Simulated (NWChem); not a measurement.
All runs are NWChem calculations. System: H5BSi, charge 0, spin multiplicity 1, at a geometry optimised with B3LYP/def2-SVP. The structure started from a generated list of species. Level: CCSD(T)/def2-TZVP, 6 core orbitals frozen.

Job file:

```
start mol
memory heap 100 mb stack 700 mb global 1900 mb
geometry units angstroms nocenter noautoz noautosym
  B     -0.731661    -1.238055     0.153541
  H     -0.348622    -2.063964     0.946277
  H     -1.749174    -1.475632    -0.449552
  Si     0.291284     0.489932    -0.072522
  H     -0.003264     1.329463     1.135972
  H     -0.087724     1.281855    -1.280945
  H      1.769111     0.259512    -0.104152
end
basis spherical
  * library def2-tzvp
end
scf
  rhf
  nopen 0
  maxiter 100
  thresh 1e-7
  semidirect memsize 60000000 filesize 0
end
tce
  freeze core 6
  ccsd(t)
  2eorb
  2emet 13
  thresh 1e-6
  maxiter 100
  tilesize 24
end
task tce energy
```

Part of the output:

```
             Northwest Computational Chemistry Package (NWChem) 7.3.0
             --------------------------------------------------------

                                NWChem Input Module
                                -------------------

 Scaling coordinates for geometry "geometry" by  1.889725989
 (inverse scale =  0.529177249)

                             Geometry "geometry" -> ""
                             -------------------------

 Output coordinates in angstroms (scale by  1.889725989 to convert to a.u.)

  No.       Tag          Charge          X              Y              Z
 ---- ---------------- ---------- -------------- -------------- --------------
    1 B                    5.0000    -0.73166100    -1.23805500     0.15354100
    2 H                    1.0000    -0.34862200    -2.06396400     0.94627700
    3 H                    1.0000    -1.74917400    -1.47563200    -0.44955200
    4 Si                  14.0000     0.29128400     0.48993200    -0.07252200
    5 H                    1.0000    -0.00326400     1.32946300     1.13597200
    6 H                    1.0000    -0.08772400     1.28185500    -1.28094500
    7 H                    1.0000     1.76911100     0.25951200    -0.10415200

 Effective nuclear repulsion energy (a.u.)      47.3030040634

            Nuclear Dipole moment (a.u.)
            ----------------------------
        X                 Y               Z
 ---------------- ---------------- ----------------
    -0.0000037795     0.0000132281    -0.0000056692


 Summary of "ao basis" -> "" (spherical)
 ------------------------------------------------------------------------------
       Tag                 Description            Shells   Functions and Types
 ---------------- ------------------------------  ------  ---------------------
 *                         def2-tzvp                  on all atoms

 Summary of "ao basis" -> "ao basis" (spherical)
 ------------------------------------------------------------------------------
       Tag                 Description            Shells   Functions and Types
 ---------------- ------------------------------  ------  ---------------------
[...]
         Beta frozen cores :     6
     Alpha frozen virtuals :     0
      Beta frozen virtuals :     0
         Spin multiplicity : singlet
    Number of AO functions :    98
       Number of AO shells :    44
        Use of symmetry is : off
      Symmetry adaption is : off
         Schwarz screening : 0.10D-09

          Correlation Information
          -----------------------
          Calculation type : Coupled-cluster singles & doubles w/ perturbation
   Perturbative correction : (T)
            Max iterations :      100
        Residual threshold : 0.10D-05
     T(0) DIIS level shift : 0.00D+00
     L(0) DIIS level shift : 0.00D+00
     T(1) DIIS level shift : 0.00D+00
     L(1) DIIS level shift : 0.00D+00
     T(R) DIIS level shift : 0.00D+00
     T(I) DIIS level shift : 0.00D+00
   CC-T/L Amplitude update :  5-th order DIIS
                I/O scheme : Global Array Library
        L-threshold :  0.10D-05
        EOM-threshold :  0.10D-05
 no EOMCCSD initial starts read in
 TCE RESTART OPTIONS
 SLICE:      F
 D4D5:       F
 quantumc:   F
 qrotation:  F
 pwtce:      F
 qducc:      F
 nacto:                         0
 nrotv:                         0
 nrot:                          0

            Memory Information
            ------------------
          Available GA space size is     249027196 doubles
          Available MA space size is     104849876 doubles

 Maximum block size supplied by input
 Maximum block size        24 doubles

 tile_dim =     22

 -------------------------------------------------

 Global array virtual files algorithm will be used

 Parallel file system coherency ......... OK

 4-electron integrals stored in orbital form

 v2    file size   =         14494254
 4-index algorithm nr.  13 is used
 imaxsize =       30
 imaxsize ichop =        0


CCSD iterations
 ---------------------------------------------------------
 Iter          Residuum       Correlation     Cpu    Wall
 ---------------------------------------------------------
    1   0.1463636633409  -0.2186512520356     0.7     0.7
    2   0.0425320033550  -0.2533518888790     0.7     0.7
    3   0.0151260768021  -0.2609709581674     0.7     0.7
    4   0.0060360756408  -0.2631973187324     0.7     0.7
    5   0.0026857430843  -0.2639532341999     0.7     0.7
    6   0.0006437843104  -0.2644461275779     0.7     0.7
    7   0.0003380966133  -0.2644365684695     0.7     0.7
    8   0.0001901697904  -0.2644422795880     0.8     0.8
    9   0.0001197818935  -0.2644445546369     0.8     0.8
   10   0.0000732469491  -0.2644465204370     0.7     0.7
   11   0.0000103944725  -0.2644495305869     0.8     0.8
   12   0.0000046282651  -0.2644500642121     0.8     0.8
   13   0.0000024032836  -0.2644501997515     0.8     0.8
   14   0.0000014300396  -0.2644502251634     0.7     0.7
   15   0.0000008641430  -0.2644502291120     0.8     0.8
 -----------------------------------------------------------------
 Iterations converged
 CCSD correlation energy / hartree =        -0.264450229112031
 CCSD total energy / hartree       =      -316.764888194091156

 Singles contributions

 Doubles contributions
 CCSD(T)
 Using plain CCSD(T) code
             total no. of tasks           60
 total no. of tasks / no. procs           60
                         wl_min      2000376          11.2
                         wl_max      2299968          11.5
        thresh for no. of tasks           60

 CCSD[T]  correction energy / hartree =        -0.007523196434509
 CCSD[T] correlation energy / hartree =        -0.271973425546541
 CCSD[T] total energy / hartree       =      -316.772411390525690
 CCSD(T)  correction energy / hartree =        -0.007335085609286
 CCSD(T) correlation energy / hartree =        -0.271785314721317
 CCSD(T) total energy / hartree       =      -316.772223279700427

 Task  times  cpu:       62.4s     wall:       62.4s

 Total times  cpu:       62.4s     wall:       62.4s
```
